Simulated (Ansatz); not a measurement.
Stepwise reaction of `C[O][Al]([SH])[SH]` with water, as a gas-phase model of exchange steps in deposition or etching. ΔE in kJ/mol.

Computed with Ansatz on PBE0-D4/def2-TZVP structures; ΔE is electronic, products minus reactants. CBS: MP2 limit from def2 TZ/QZ plus the TZ coupled-cluster correction, frozen cores. This one scheme is used for every species. DFT in def2-TZVPP. B3LYP here is the variant with VWN-RPA as its local correlation; programs differ in this. One conformer a species, not always the lowest.

```tsv
step	reaction	PBE-D4	B3LYP-D4	ωB97M-V	CCSD(T)/CBS
1	`C[O][Al]([SH])[SH]` + H₂O → `C[O][Al]([OH])[SH]` + H₂S	-9.8	-20.4	-18.6	-15.0
2	`C[O][Al]([OH])[SH]` + H₂O → `C[O][Al]([OH])[OH]` + H₂S	-18.1	-29.3	-27.6	-24.0
```

(1) By hand: ΔE of the 2 steps together at CCSD(T)/CBS.

Answers

(1) (-15.0) + (-24.0) = -39.0 kJ/mol, or -19.5 kJ/mol a step.

In ΔE each step is lower than the one before. All are downhill at CCSD(T)/CBS. PBE-D4 differs from CCSD(T)/CBS by 5.2 to 5.9 kJ/mol a step. Isolated molecules leave out the surface, adducts and barriers. Largest T1 diagnostic: 0.012.
